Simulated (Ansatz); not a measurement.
`OC1([SiH3])N=C1F` at its PBE0-D4/def2-TZVP geometry, where that method's forces vanish. Total charge 0; spin multiplicity 1.

```xyz
10

O    -0.8789    0.9717   -1.0752
C     0.0206    0.3578   -0.2387
Si   -0.7719   -1.0563    0.7303
N     1.0238    1.3095    0.5844
C     1.4167    0.5916   -0.3446
F     2.5274    0.3816   -1.0012
H    -0.4474    1.6705   -1.5805
H    -1.2768   -2.0845   -0.2131
H     0.2782   -1.6308    1.6043
H    -1.8916   -0.5111    1.5342
```

**Question.** What forces (eV/Å) does r2SCAN-D4/def2-TZVPP give on these atoms in the Gaussian-basis code of Ansatz? (Estimate.)

**Answer.** Ansatz gave: 
```
O1  -0.278  0.125 -0.155
C2  -0.085 -0.453 -0.024
Si3 -0.006 -0.009  0.007
N4   0.155  0.503  0.494
C5  -0.198 -0.183 -0.054
F6   0.376 -0.040 -0.220
H7   0.042  0.041 -0.037
H8   0.003  0.017  0.022
H9  -0.025  0.013 -0.019
H10  0.016 -0.013 -0.014
```
